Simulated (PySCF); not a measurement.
Working out the ionisation energy of Cl²⁺

Cl²⁺ [Ne] 3s2 3p3 (4S) → Cl³⁺ [Ne] 3s2 3p2 (3P). Calculation: PySCF 2.14, in def2-TZVP (5s5p2d1f, 37 functions); the non-relativistic Hamiltonian (point nucleus). Frozen: [Ne]. Energies in hartree (1 hartree = 27.21139 eV):

```
            part  Cl²⁺ (lower)  Cl³⁺ (upper)
             UHF   -458.214273   -456.782678
CCSD correlation     -0.114839     -0.094234
             (T)     -0.003260     -0.002007
```

Task: What does Hartree-Fock give?

Result: (-456.782678) − (-458.214273) = 1.431595 hartree = 38.956 eV.

Task: What do CCSD and CCSD(T) give?

Result: The CCSD correlation energies differ by 0.020605 hartree = 0.561 eV and the triples by 0.001253 hartree = 0.034 eV, so CCSD gives 39.517 eV and CCSD(T) 39.551 eV.

Reference: 39.8 ± 0.11 eV (semi-empirical (NIST evaluation); NIST Atomic Spectra Database, ionization energies), between the lowest levels; spin-orbit coupling is absent from the calculation.

What remains against the reference includes basis incompleteness, the frozen core and higher excitations.
